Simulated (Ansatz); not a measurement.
Reaction (redistribution): `[OH][Ge]([OH])([OH])[SiH3]` + `F[CH]([SiH3])[GeH3]` → `[OH][Ge]([OH])([SiH3])[GeH3]` + `OC(F)[SiH3]`

Program: Ansatz. Geometries: PBE0-D4/def2-TZVP. ΔE: electronic, gas phase. CBS: MP2 limit from def2 TZ/QZ plus the TZ coupled-cluster correction, frozen cores. For Ge outer-core shells are correlated without core-valence functions, which leaves a few kJ/mol of doubt a bond. Scalar relativity is left out up to krypton. One conformer a species, not always the lowest.

`[OH][Ge]([OH])([OH])[SiH3]`:

Cartesian coordinates in Å:
```
O -0.123 1.072 1.682
Ge -0.005 -0.182 0.428
O 1.468 -1.116 0.769
O -1.380 -1.282 0.667
Si 0.019 0.749 -1.762
H 0.590 0.984 2.321
H 1.249 -2.006 1.057
H -1.891 -1.027 1.440
H 1.267 1.533 -1.933
H -1.164 1.630 -1.918
H -0.031 -0.356 -2.750
```

`F[CH]([SiH3])[GeH3]`:

```xyz
11

F     1.682    0.985    0.214
C     0.397    0.632   -0.225
Si    0.494   -0.965   -1.233
Ge   -0.799    0.530    1.351
H     0.034    1.447   -0.864
H     0.952   -2.079   -0.365
H    -0.872   -1.260   -1.741
H     1.430   -0.804   -2.375
H    -0.727    1.857    2.120
H    -0.354   -0.627    2.256
H    -2.236    0.284    0.861
```

`[OH][Ge]([OH])([SiH3])[GeH3]`:

Z-matrix (Å, degrees):
```
Ge
O 1 1.790
Si 1 2.383 2 105.2
O 1 1.790 2 109.6 3 112.7
Ge 1 2.443 2 108.5 3 -129.0
H 2 0.960 1 113.6 3 171.6
H 3 1.485 1 108.8 2 178.6
H 3 1.486 1 108.8 2 -62.6
H 3 1.484 1 109.9 2 58.0
H 4 0.960 1 113.6 2 75.8
H 5 1.542 1 109.1 2 -59.3
H 5 1.537 1 110.9 2 60.0
H 5 1.537 1 110.9 2 -178.6
```

`OC(F)[SiH3]`:

Z-matrix (Å, degrees):
```
C
F 1 1.398
Si 1 1.913 2 108.7
O 1 1.377 2 110.0 3 -119.2
H 1 1.099 2 104.9 3 120.5
H 3 1.484 1 108.2 2 56.3
H 3 1.485 1 108.8 2 175.4
H 3 1.482 1 108.9 2 -64.0
H 4 0.963 1 109.6 2 -70.3
```

```csv
level,ΔE (kJ/mol)
HF/CBS(def2),63.4
CCSD/CBS(def2),62.8
```

(1) What does CCSD(T)/CBS give? (Estimate.)

Largest T1 diagnostic among the species: 0.013.

## Answers

(1) Ansatz gave: +62.4 kJ/mol. The listed levels differ from it by 1.0, 0.4 kJ/mol.

From PBE to PBE0 (25 % exact exchange), in def2-TZVPP and without D4, ΔE moves by +5.1 kJ/mol.
